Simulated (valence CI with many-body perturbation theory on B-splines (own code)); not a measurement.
# Os XXVIII: key properties

Method: valence CI with perturbative core correlation (CI+MBPT): three valence electrons over a frozen Dirac-Fock core [Kr] 4d10, a basis of 8 s, 8 p, 9 d, 9 f, 6 g, 3 h, 2 i functions for each j, with the one-electron correlation potential Σ1 (screened to all orders), the two-electron term Σ2, the three-electron term Σ3, Breit, model QED; selected single and double excitations, second order for the rest (own B-spline code, finite nucleus).

No measured spectrum was set against this ion. As an estimate, large intervals hold to a few tenths of a per cent, small ones and those within an open d or f shell to about a per cent. Core correlation moves these levels by up to 50000 cm⁻¹, and in measured spectra 5 to 20 % of such shifts remained as error; rates that hang on mixing are uncertain with them.

Levels are named by their leading jj configuration (3d3/2^4 stands for four electrons in 3d with j = 3/2), which in mixed levels can hold well under half, so a name can repeat and another be missing.

Rates and lifetimes use the calculated energies. Strong lines usually hold to 10 to 20 %, long lifetimes can be off by a factor of two.

Task: What is the ground level?

Result: (4f5/2^3) J=9/2, composition 80 % 4f³ ⁴I° + 18 % 4f³ ²H°, g = 0.765.

Task: What is the ionisation energy?

Result: 898.18 eV; NIST lists 920 ± 50 eV (theoretical).

Task: Where does the other parity begin?

Result: At (4f5/2^2 5s) J=7/2, 138.25 eV.

Task: Name the longest-lived excited levels whose lifetime is computed, and their main decay.

Result: (4f5/2^3) J=5/2 at 6.71 eV lives 11.8 ms, mostly by M1 to (4f5/2^3) J=3/2; (4f5/2^2 4f7/2) J=7/2 at 7.73 eV lives 9.45 ms, mostly by M1 to (4f5/2^3) J=9/2; (4f5/2 4f7/2^2) J=15/2 at 7.73 eV lives 8.08 ms, mostly by M1 to (4f5/2 4f7/2^2) J=13/2. The lifetime of (4f5/2^3) J=3/2 is too uncertain to give, and may be longer.

Task: How well does LS coupling describe the low levels?

Result: Among the lowest 20 levels the leading LS term, summed over configurations, holds 62 % on average. For single configurations the figures are 62 % in LS and 73 % in jj coupling. Terms mix most in the J = 3/2 level at 11.10 eV, where the leading one holds 30 %.
